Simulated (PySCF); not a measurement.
## Calculated data, B$_{2}$H$_{5}$NSi, CH$_{6}$BNO, AlBH$_{5}$N$_{2}$, BH$_{3}$NO and others

All values are calculated (PySCF 2.14.0). Calculation on a computer-drawn molecule: the log of a Hartree-Fock and frozen-core CCSD(T) single point meant for a local Hartree-Fock minimum, with one planted fault or none, to be diagnosed. Offsets are logged minus clean, where the clean run is the same molecule without the fault. The reference is restricted for singlets and unrestricted otherwise, and also for a bond in bohr or an excited solution. Adding or removing an electron swaps singlet and doublet. The excited solution moves the top pair (singlet) or top alpha electron (doublet) to the lowest empty orbital. Highest occupied and lowest empty are orbital energies over both spins, largest force is the largest gradient component, triples share is (T) over the correlation energy, the T1 limit is 0.02 restricted and 0.045 unrestricted, electrons count all cores, a negative frequency is imaginary (commonest isotopes), and the dipole is about the centre of nuclear charge.

Common to all runs: logged SCF converged yes; possible faults no fault, one electron removed, one electron added, multiplicity raised by two, geometry at a saddle point, SCF held on an excited solution, minimal basis STO-3G, one bond length entered in bohr, all coordinates scaled.

```json
{"entry": 1, "formula": "B2H5NSi", "logged_structure": {"atoms_angstrom": [["N", -1.6573, -0.0506, 0.5815], ["B", -1.9517, -1.0789, -0.3141], ["B", -0.8214, -1.8613, -1.3258], ["Si", -0.1738, -1.2407, -3.1198], ["H", -2.3488, 0.3672, 1.1687], ["H", -0.7419, 0.3214, 0.7257], ["H", -3.1063, -1.4324, -0.3793], ["H", -0.3521, -2.913, -0.9506], ["H", -1.2998, -1.9655, -3.8377]]}, "given": {"meant_charge": 0, "meant_multiplicity": 1, "meant_basis": "cc-pV(D+d)Z", "logged_electrons": 35, "logged_basis_functions": 90, "logged_spin_squared": 0.7834, "logged_highest_occupied [eV]": -15.789, "logged_lowest_empty [eV]": -6.4007, "logged_largest_force [hartree/bohr]": 0.02954, "logged_T1_diagnostic": 0.027056, "logged_D1_diagnostic": 0.1012, "logged_triples_share": 0.032002, "logged_CC_converged": "yes", "logged_dipole_magnitude [debye]": 4.5888, "logged_SCF_stable_within_its_kind": "yes", "logged_energy_HF [hartree]": -395.34852, "logged_energy_CCSD(T) [hartree]": -395.80769, "drawn_bonds_atom": [1, 2, 3, 1, 1, 2, 3, 4], "drawn_bonds_other_atom": [2, 3, 4, 5, 6, 7, 8, 9], "drawn_bonds_order": [1, 1, 1, 1, 1, 1, 1, 1]}, "results": {"planted_fault": "one electron removed", "HF_energy_offset_from_clean_run [kcal/mol]": 169.6, "CCSD(T)_energy_offset_from_clean_run [kcal/mol]": 187.3}}
{"entry": 2, "formula": "CH6BNO", "logged_structure": {"atoms_angstrom": [["N", -1.4629, 1.4801, 1.1018], ["B", -0.9942, 0.4391, 0.3076], ["C", -1.2324, 0.4062, -1.2649], ["O", -0.2566, -0.3174, -1.987], ["H", -1.3584, 1.4961, 2.0943], ["H", -1.9327, 2.2831, 0.7368], ["H", -0.4263, -0.4786, 0.8486], ["H", -2.2369, -0.0028, -1.4606], ["H", -1.2385, 1.4144, -1.6878], ["H", -0.1069, -1.1435, -1.5529]]}, "given": {"meant_charge": 0, "meant_multiplicity": 1, "meant_basis": "cc-pVDZ", "logged_electrons": 31, "logged_basis_functions": 86, "logged_spin_squared": 0.7623, "logged_highest_occupied [eV]": -16.617, "logged_lowest_empty [eV]": -6.4283, "logged_largest_force [hartree/bohr]": 0.045221, "logged_T1_diagnostic": 0.04332, "logged_D1_diagnostic": 0.27433, "logged_triples_share": 0.02808, "logged_CC_converged": "yes", "logged_dipole_magnitude [debye]": 2.4912, "logged_SCF_stable_within_its_kind": "yes", "logged_energy_HF [hartree]": -195.07434, "logged_energy_CCSD(T) [hartree]": -195.69166, "drawn_bonds_atom": [1, 2, 3, 1, 1, 2, 3, 3, 4], "drawn_bonds_other_atom": [2, 3, 4, 5, 6, 7, 8, 9, 10], "drawn_bonds_order": [1, 1, 1, 1, 1, 1, 1, 1, 1]}, "results": {"planted_fault": "one electron removed", "HF_energy_offset_from_clean_run [kcal/mol]": 204.9, "CCSD(T)_energy_offset_from_clean_run [kcal/mol]": 219.9}}
{"entry": 3, "formula": "AlBH5N2", "logged_structure": {"atoms_angstrom": [["N", -0.4754, -2.5068, 0.2927], ["B", -0.4012, -1.1365, 0.608], ["N", -0.4435, -0.0952, -0.3763], ["Al", -0.3582, 1.6755, -0.1036], ["H", -0.4454, -3.2166, 0.992], ["H", -0.5646, -2.862, -0.6364], ["H", -0.2963, -0.8346, 1.7717], ["H", -0.5318, -0.4157, -1.3269], ["H", -0.4323, 2.5784, -1.4173]]}, "given": {"meant_charge": 0, "meant_multiplicity": 2, "meant_basis": "cc-pV(D+d)Z", "logged_electrons": 37, "logged_basis_functions": 90, "logged_spin_squared": 0.874, "logged_highest_occupied [eV]": -5.0578, "logged_lowest_empty [eV]": -1.2025, "logged_largest_force [hartree/bohr]": 0.031567, "logged_dipole_magnitude [debye]": 1.0881, "logged_SCF_stable_within_its_kind": "no", "logged_energy_HF [hartree]": -378.3973, "drawn_bonds_atom": [1, 2, 3, 1, 1, 2, 3, 4], "drawn_bonds_other_atom": [2, 3, 4, 5, 6, 7, 8, 9], "drawn_bonds_order": [1, 1, 1, 1, 1, 1, 1, 1]}, "results": {"planted_fault": "SCF held on an excited solution", "HF_energy_offset_from_clean_run [kcal/mol]": 67.89}, "notes": ["coupled-cluster numbers left out as unreliable"]}
{"entry": 4, "formula": "BH3NO", "logged_structure": {"atoms_angstrom": [["N", -0.1829, -0.4613, 2.5301], ["B", -0.5177, -1.3287, 1.5464], ["O", -1.5708, -1.4362, 1.0686], ["H", 0.6858, -0.2165, 2.6135], ["H", -0.7466, 0.2397, 2.6546], ["H", 0.3959, -1.9621, 1.2689]]}, "given": {"meant_charge": -1, "meant_multiplicity": 1, "meant_basis": "aug-cc-pVDZ", "logged_electrons": 24, "logged_basis_functions": 96, "logged_spin_squared": 0.0, "logged_highest_occupied [eV]": -3.4507, "logged_lowest_empty [eV]": 4.1586, "logged_largest_force [hartree/bohr]": 0.21152, "logged_T1_diagnostic": 0.018868, "logged_D1_diagnostic": 0.058313, "logged_triples_share": 0.030478, "logged_CC_converged": "yes", "logged_dipole_magnitude [debye]": 4.0761, "logged_SCF_stable_within_its_kind": "yes", "logged_energy_HF [hartree]": -155.77032, "logged_energy_CCSD(T) [hartree]": -156.27856, "drawn_bonds_atom": [1, 2, 1, 1, 2], "drawn_bonds_other_atom": [2, 3, 4, 5, 6], "drawn_bonds_order": [1, 1, 1, 1, 1]}, "results": {"planted_fault": "all coordinates scaled, by -9.3 %", "HF_energy_offset_from_clean_run [kcal/mol]": 40.6, "CCSD(T)_energy_offset_from_clean_run [kcal/mol]": 50.94}}
{"entry": 5, "formula": "BH5NSi", "logged_structure": {"atoms_angstrom": [["N", -0.0772, 2.1605, -0.7387], ["B", 1.1209, 1.4737, -0.3898], ["Si", 1.9866, 0.0041, -1.5], ["H", -0.6379, 1.8836, -1.5143], ["H", -0.4145, 2.9666, -0.2605], ["H", 1.6721, 1.9504, 0.5911], ["H", 2.3741, -1.0147, -0.4288], ["H", 0.7707, -0.7127, -2.1058]]}, "given": {"meant_charge": -1, "meant_multiplicity": 1, "meant_basis": "aug-cc-pV(D+d)Z", "logged_electrons": 32, "logged_basis_functions": 24, "logged_spin_squared": 0.0, "logged_highest_occupied [eV]": 3.5935, "logged_lowest_empty [eV]": 15.633, "logged_largest_force [hartree/bohr]": 0.041477, "logged_T1_diagnostic": 0.021165, "logged_D1_diagnostic": 0.086406, "logged_triples_share": 0.018402, "logged_CC_converged": "yes", "logged_dipole_magnitude [debye]": 4.9893, "logged_SCF_stable_within_its_kind": "yes", "logged_energy_HF [hartree]": -366.42043, "logged_energy_CCSD(T) [hartree]": -366.58389, "drawn_bonds_atom": [1, 2, 1, 1, 2, 3, 3], "drawn_bonds_other_atom": [2, 3, 4, 5, 6, 7, 8], "drawn_bonds_order": [1, 1, 1, 1, 1, 1, 1]}, "results": {"planted_fault": "minimal basis STO-3G", "HF_energy_offset_from_clean_run [kcal/mol]": 2865, "CCSD(T)_energy_offset_from_clean_run [kcal/mol]": 3049}, "notes": ["T1 above single-reference limit", "highest electron not bound in this basis"]}
```
